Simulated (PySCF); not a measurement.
PySCF job for VO2, SMILES [O]=[V]=[O] (connectivity only; charge and spin as stated), neutral, multiplicity 2, PBE-D3(BJ)/def2-TZVP. Coordinates come from a PBE-D3(BJ)/def2-TZVP optimisation. The multiplicity is an assumed one; other spin states were not compared.

```python
import numpy as np
from pyscf import gto, scf, dft, df
from pyscf.hessian import thermo

mol = gto.M(
    atom='''
    V     0.00000000    0.00000000    0.37878110
    O     0.00000000    1.31921158   -0.54449783
    O     0.00000000   -1.31921159   -0.54449783
    ''',
    basis='def2-TZVP',
    charge=0,
    spin=1,
    max_memory=1600,
    verbose=3,
)
mf = dft.UKS(mol, xc='pbe').density_fit(auxbasis='def2-universal-jkfit')
mf.disp = 'd3bj'
mf.grids.level = 3
mf.conv_tol = 1e-11
mf.max_cycle = 100
mf.kernel()
fine, coarse = mf.grids, dft.Grids(mol).set(level=1).build(with_non0tab=True)
for _ in range(3):  # follow internal instabilities
    mf.grids = coarse
    mo, _, stable, _ = mf.stability(return_status=True, nroots=4)
    mf.grids = fine
    if stable:
        break
    mf.kernel(mf.make_rdm1(mo, mf.mo_occ))

# [left out here: the lines that compute and print the analytic Hessian (its translational invariance restored by hand, since the grid's response is missing), thermochemistry and intensities]
```

Log of the run:

```

WARN: HOMO -0.284293654379637 >= LUMO -0.284293654379638

converged SCF energy = -1094.19554326103  <S^2> = 0.76089981  2S+1 = 2.0108703
<class 'pyscf.df.df_jk.DFUKS'> wavefunction is stable in the internal stability analysis

WARN: DFTD3 does not support analytical Hessian, using finite difference


WARN: Mole.unit (angstrom) is changed to Bohr

Mode                                 0                   1                   2
Irrep
Freq [cm^-1]                      334.4871            987.7898           1006.2812
Reduced mass [au]                  18.2566             20.0849             18.6246
Force const [Dyne/A]                1.2034             11.5465             11.1116
Char temp [K]                     481.2524           1421.2095           1447.8145
Normal mode                   x     y     z       x     y     z       x     y     z
       0   V                -0.00  0.00 -0.06   -0.00 -0.08 -0.00   -0.00  0.00 -0.06
       1   O                 0.00  0.13  0.09    0.00  0.12 -0.09    0.00 -0.12  0.10
       2   O                -0.00 -0.13  0.09   -0.00  0.12  0.09   -0.00  0.12  0.10
temperature 298.1500 [K]
pressure 101325.00 [Pa]
Rotational constants [GHz] 30.16603 9.07539 6.97652
Symmetry number 2
Zero-point energy (ZPE) 0.00530 [Eh]   13927.870 [J/mol]
                           tot       elec      trans        rot        vib
Entropy [J/mol/K]       264.576      5.763    163.847     88.992      5.974
Cv [J/mol/K]             34.850      0.000     12.472     12.472      9.907
Cp [J/mol/K]             43.165      0.000     20.786     12.472      9.907
Internal energy [J/mol]                      3718.434   3718.434  15118.169
Internal energy [Eh]   -1094.18695  -1094.19554
Enthalpy [J/mol]                             6197.391   3718.434  15118.169
Enthalpy [Eh]          -1094.18601
Gibbs free energy [J/mol]                  -42653.633 -22814.487  13337.059
Gibbs free energy [Eh] -1094.21605
mode   freq/cm-1   IR/(km/mol)
   1      334.49         2.027
   2      987.79       261.816
   3     1006.28        67.643
max |gradient| / (hartree/bohr): 0.00014553804670655013
APT charges: [ 1.3931 -0.6967 -0.6967]
```

Self-consistency was reached.
